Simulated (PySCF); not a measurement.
C3H5N2, SMILES [nH]1cc[nH+]c1, charge +1.

Geometry: r2SCAN-D4/def2-SVP. The isomer is the one that the SMILES or the coordinates give; other isomers of the formula were not compared.

Level of theory: r2SCAN-D4/def2-SVP (PySCF 2.14.0).

Harmonic, unscaled wavenumbers; measured fundamentals usually lie a few per cent lower.

Computed vibrational spectrum:
| mode | ν (cm⁻¹) | IR (km/mol) | Raman (Å⁴/amu) | depolarisation | moving atoms (share of kinetic energy) |
|---|---|---|---|---|---|
| 1 | 635 | 0.0 | 0.8 | 0.75 | C 50 %, N 27 %, H 23 % |
| 2 | 638 | 47.3 | 0.2 | 0.75 | N 45 %, H 31 %, C 25 % |
| 3 | 704 | 0.0 | 1.1 | 0.75 | H 82 %, N 14 % |
| 4 | 734 | 147.6 | 0.1 | 0.75 | H 81 %, C 19 % |
| 5 | 754 | 110.8 | 0.1 | 0.75 | H 84 %, C 16 % |
| 6 | 850 | 0.2 | 0.5 | 0.75 | H 74 %, C 17 %, N 8 % |
| 7 | 886 | 0.0 | 0.4 | 0.75 | H 72 %, C 27 % |
| 8 | 918 | 0.6 | 2.0 | 0.75 | C 54 %, N 33 %, H 14 % |
| 9 | 937 | 0.1 | 1.2 | 0.55 | N 47 %, C 34 %, H 19 % |
| 10 | 1066 | 39.3 | 1.1 | 0.75 | H 67 %, C 21 %, N 12 % |
| 11 | 1105 | 24.7 | 7.2 | 0.73 | H 75 %, C 22 % |
| 12 | 1137 | 8.5 | 1.3 | 0.18 | H 51 %, C 32 %, N 17 % |
| 13 | 1183 | 0.1 | 7.0 | 0.75 | H 87 %, N 9 % |
| 14 | 1220 | 10.9 | 27.6 | 0.10 | N 38 %, C 33 %, H 29 % |
| 15 | 1327 | 0.1 | 0.0 | – | H 66 %, C 33 % |
| 16 | 1465 | 11.3 | 3.6 | 0.75 | N 40 %, H 37 %, C 24 % |
| 17 | 1479 | 4.0 | 39.7 | 0.27 | C 52 %, N 27 %, H 20 % |
| 18 | 1572 | 7.2 | 0.6 | 0.75 | C 58 %, N 25 %, H 17 % |
| 19 | 1627 | 47.3 | 1.7 | 0.08 | C 54 %, H 26 %, N 20 % |
| 20 | 3289 | 31.3 | 43.9 | 0.75 | H 91 %, C 9 % |
| 21 | 3292 | 66.2 | 38.6 | 0.30 | H 90 %, C 10 % |
| 22 | 3307 | 23.6 | 104.1 | 0.10 | H 90 %, C 10 % |
| 23 | 3591 | 410.4 | 18.6 | 0.75 | H 93 % |
| 24 | 3599 | 35.2 | 109.2 | 0.21 | H 92 % |
